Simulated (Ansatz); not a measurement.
Gas-phase reaction in SMILES: CCCCC=O -> CC[CH]CC=O + H atom (the C-H bond at the site shown breaks; other sites are not compared here)
Structures are relaxed separately at B3LYP-D3(BJ)/def2-TZVP in Ansatz (a quantum-chemistry and plane-wave program), one conformer each, not searched for the lowest.

Wanted: bond dissociation energy (electronic energy difference), in eV. Cores are frozen in the correlated levels unless marked. UHF or UKS for open shells. Spin-orbit coupling is left out. Non-relativistic. CBS marks a two-point X^-3 extrapolation of the correlation energy; Hartree-Fock from the larger set. The bracket is a focal-point correction in the basis named.

```tsv
level	program	bond dissociation energy (eV)
r2SCAN/def2-TZVPD	Ansatz	4.37
B3LYP-D4/def2-TZVPD	Ansatz + dftd4	___
PBE0-D3(BJ)/def2-TZVP	Ansatz + dftd3	___
LC-wPBE-D4/def2-TZVPD	Ansatz + dftd4	___
B2GP-PLYP-D3(BJ)/def2-TZVPD	Ansatz + dftd3	4.54
B2GP-PLYP-D4/def2-TZVPD	Ansatz + dftd4	4.54
B2PLYP/def2-TZVPD	Ansatz	4.53
SCS-MP2/6-31G	Ansatz	4.22
CCSD/STO-3G	Ansatz	5.29
CCSD/6-31G	Ansatz	___
RI-MP2/CBS(cc-pVTZ,cc-pVQZ)+[CCSD(T)-MP2]/cc-pVTZ	Ansatz	4.69
```

Problem. What belongs in the gaps?

Solution. 
- B3LYP-D4/def2-TZVPD, bond dissociation energy (eV): 4.50
- PBE0-D3(BJ)/def2-TZVP, bond dissociation energy (eV): 4.45
- LC-wPBE-D4/def2-TZVPD, bond dissociation energy (eV): 4.46
- CCSD/6-31G, bond dissociation energy (eV): 4.16
